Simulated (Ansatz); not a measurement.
A nudged elastic band was laid between two geometries of AlClF$_{3}$H (6 atoms, charge 0, multiplicity 1).

These are results of RKS PBE0-D4/def2-mTZVP in Ansatz, not measurements.

```json
{"movable images": "7", "climbing image": "yes", "spring": "5.0 eV/Å²", "optimiser": "lbfgs", "start path": "through a guess of the saddle point", "force threshold": "0.03 eV/Å", "iteration limit": "60", "end points": "relaxed", "largest step": "0.02 Å"}
```

Initial state:

```xyz
6
Properties=species:S:1:pos:R:3
Al -0.612 0.180 -0.143
Cl -0.550 -1.691 0.844
F -0.839 0.177 -1.766
F -1.044 1.493 0.739
H 1.673 -0.470 0.380
F 1.371 0.311 -0.053
```

Final state:

```xyz
6
Properties=species:S:1:pos:R:3
Al -0.317 0.605 -0.343
Cl -0.018 -1.561 0.818
F -1.027 0.097 -1.734
F -1.229 1.407 0.762
H 1.271 -1.384 0.828
F 1.320 0.836 -0.332
```

(1) What changes between the two ends?

(2) Give the energies along the band, and the barrier.

(3) What is the geometry of the highest image?

## Answers

(1) Bonds broken: H5–F6. Bonds formed: Cl2–H5.

(2) It converged. The highest image is number 4 of 0 to 8, 0.31 eV above the first end and 0.28 eV above the last; the last end lies 0.03 eV above the first. Another band between the same ends (7 images) ends at a top of the same energy, where a vibrational analysis finds 1 clearly imaginary mode. The orbitals stay closed-shell, which can raise the energy where a bond breaks towards radicals; this wasn't checked here.

```tsv
image	path coordinate (Å)	energy (eV)	H5–F6 (Å)	Cl2–H5 (Å)
0	0.00	0.00	0.94	2.58
1	0.22	0.02	0.95	2.29
2	0.45	0.06	0.98	2.00
3	0.68	0.18	1.05	1.73
4	0.91	0.31	1.27	1.50
5	1.15	0.21	1.57	1.36
6	1.39	0.11	1.86	1.32
7	1.63	0.04	2.17	1.31
8	1.88	0.03	2.51	1.30
```

(3) 
```xyz
6
Properties=species:S:1:pos:R:3
Al -0.397 0.393 -0.240
Cl -0.076 -1.612 0.846
F -0.895 0.175 -1.782
F -1.111 1.486 0.745
H 1.116 -0.778 0.499
F 1.362 0.334 -0.068
```

Run time: 8 min on 2 threads of Intel(R) Xeon(R) Platinum 8488C (Sapphire Rapids) (shared host), peak memory 0.25 GiB.
